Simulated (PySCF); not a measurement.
**Strontium: highly charged ions in a basis for the neutral atom**

Sr(5+) [Ar] 3d10 4s2 4p3, Sr(6+) [Ar] 3d10 4s2 4p2. All numbers are calculated (PySCF 2.14, a scalar-relativistic core potential, in def2-TZVP with the def2 core potential (28 electrons)). No spin-orbit coupling, so a gap to NIST mixes the basis error with missing relativistic terms.

Changed run: basis of the neutral atom used for a highly charged ion. This setting is unsound on purpose.

| species | method | sound run (hartree) | changed run (hartree) | converged |
| --- | --- | --- | --- | --- |
| Sr(5+) | UHF | not run | -23.65741 | yes |
| Sr(5+) | PBE | not run | -23.81391 | yes |
| Sr(5+) | MN15 | not run | -23.72144 | yes |
| Sr(6+) | UHF | not run | -20.38403 | yes |
| Sr(6+) | PBE | not run | -20.52522 | yes |
| Sr(6+) | MN15 | not run | -20.45539 | yes |

Ionisation energy of Sr(5+):

| method | changed run (eV) | NIST (eV) |
| --- | --- | --- |
| UHF | 89.073 | 88 ± 2 |
| PBE | 89.490 | 88 ± 2 |
| MN15 | 88.874 | 88 ± 2 |

The contracted functions were made for the neutral atom and can be too rigid for a highly charged ion.
